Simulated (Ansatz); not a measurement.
Computed with Ansatz on PBE0-D4/def2-TZVP structures; ΔE is electronic, products minus reactants. CCSD(T)/CBS adds triple-zeta CCSD(T) − MP2 to the extrapolated MP2 energy (def2 sets, frozen cores). This one scheme is used for every species. Functionals use def2-TZVPP. B3LYP here is the variant with VWN-RPA as its local correlation; programs differ in this. HSE06 is defined as in plane-wave codes. One conformer a species, not always the lowest.

Consider the hydrogenolysis of the Al–F bond: `[F][AlH][CH2][SiH3]` + H₂ → `[AlH2][CH2][SiH3]` + H–F.

| level | ΔE (kJ/mol) | difference from CCSD(T)/CBS |
| --- | --- | --- |
| LDA (SPW92) | 168.1 | -6.8 |
| BLYP-D4 | 181.0 | 6.1 |
| r2SCAN-D4 | 182.4 | 7.5 |
| B97M-V | 170.1 | -4.8 |
| PBE0-D4 | 166.6 | -8.3 |
| B3LYP-D4 | 177.8 | 2.9 |
| r2SCANh-D4 | 180.0 | 5.1 |
| r2SCAN0-D4 | 176.7 | 1.8 |
| HSE06-D4 | 166.2 | -8.7 |
| BHLYP-D4 | 176.3 | 1.4 |
| CAM-B3LYP-D4 | 178.8 | 3.9 |
| ωB97X-V | 174.3 | -0.6 |
| ωB97M-V | 175.9 | 1.0 |
| B2PLYP | 179.3 | 4.4 |
| PBE-QIDH | 170.6 | -4.3 |
| PBE | 170.0 | -4.9 |
| revPBE | 168.7 | -6.2 |
| BLYP | 180.4 | 5.5 |
| r2SCAN | 182.2 | 7.3 |
| PBE0 | 166.3 | -8.6 |
| B3LYP | 177.2 | 2.3 |
| r2SCANh | 179.9 | 5.0 |
| r2SCAN0 | 176.6 | 1.7 |
| HSE06 | 165.8 | -9.1 |
| BHLYP | 175.7 | 0.8 |
| CAM-B3LYP | 178.5 | 3.6 |
| RPA@PBE/def2-TZVPP | 169.4 | -5.5 |
| HF/def2-SVP | 164.9 | -10.0 |
| MP2/def2-SVP | 181.9 | 7.0 |
| CCSD/def2-SVP | 173.5 | -1.4 |
| CCSD(T)/def2-SVP | 174.7 | -0.2 |
| MP2/def2-TZVPP | 179.3 | 4.4 |
| SCS-MP2/def2-TZVPP | 177.4 | 2.5 |
| CCSD(T)/def2-TZVPP | 172.9 | -2.0 |
| HF/def2-QZVPP | 170.2 | -4.7 |
| MP2/def2-QZVPP | 181.2 | 6.3 |
| SCS-MP2/def2-QZVPP | 179.2 | 4.3 |
| HF/CBS(def2) | 170.5 | -4.4 |
| MP2/CBS(def2) | 181.3 | 6.4 |
| CCSD/CBS(def2) | 173.1 | -1.8 |
| CCSD(T)/CBS | 174.9 | 0 |

Largest T1 diagnostic among the species: 0.012.

From BLYP to BHLYP (50 % exact exchange), in def2-TZVPP and without D4, ΔE moves by −4.6 kJ/mol. In def2-TZVPP, CCSD(T) changes the Hartree–Fock value by +4.7 kJ/mol (the triples alone add +1.8 kJ/mol) and MP2 by +11.2 kJ/mol.
